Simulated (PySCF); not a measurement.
Be(SMe)(OSiH3) (CH6BeOSSi), SMILES [S]([Be][O][SiH3])C. Atoms are numbered in the order given.

```xyz
11

Be    -0.0590     0.3864    -0.1304
S     -1.5276     1.5711     0.1392
C     -2.6310     0.5121     1.1799
H     -2.9492    -0.4013     0.6427
H     -3.5297     1.1187     1.4000
H     -2.1517     0.2376     2.1386
O      1.0466    -0.4852    -0.3426
Si     2.3260    -1.5219    -0.5881
H      1.8437    -2.7861    -1.2460
H      2.9650    -1.8703     0.7286
H      3.3498    -0.8666    -1.4736
```
Charge 0, spin multiplicity 1.

Geometry optimised at PBE-D3(BJ)/def2-SVP. The structure was generated by enumeration; whether it is a known compound was not checked. One conformer was computed; it need not be the lowest.

Level of theory: PySCF with B3LYP/def2-TZVP.

ESP charges are fitted to the potential on shells at 1.4 to 2.0 van der Waals radii. Atomic charges (e):

```json
[
 {"atom": "Be1", "ESP fit": "0.49", "IAO": "1.51"},
 {"atom": "S2", "ESP fit": "___", "IAO": "-0.65"},
 {"atom": "C3", "ESP fit": "-0.38", "IAO": "-0.48"},
 {"atom": "H4", "ESP fit": "___", "IAO": "0.15"},
 {"atom": "H5", "ESP fit": "___", "IAO": "0.16"},
 {"atom": "H6", "ESP fit": "___", "IAO": "0.15"},
 {"atom": "O7", "ESP fit": "___", "IAO": "-1.26"},
 {"atom": "Si8", "ESP fit": "0.25", "IAO": "0.91"},
 {"atom": "H9", "ESP fit": "-0.06", "IAO": "-0.16"},
 {"atom": "H10", "ESP fit": "-0.06", "IAO": "-0.16"},
 {"atom": "H11", "ESP fit": "-0.05", "IAO": "-0.16"}
]
```

Task: What belongs in the gaps? (An estimate is asked for; the answer gives what the named calculation found.)

Result: 
- S2, ESP fit: -0.33
- H4, ESP fit: 0.14
- H5, ESP fit: 0.19
- H6, ESP fit: 0.14
- O7, ESP fit: -0.33
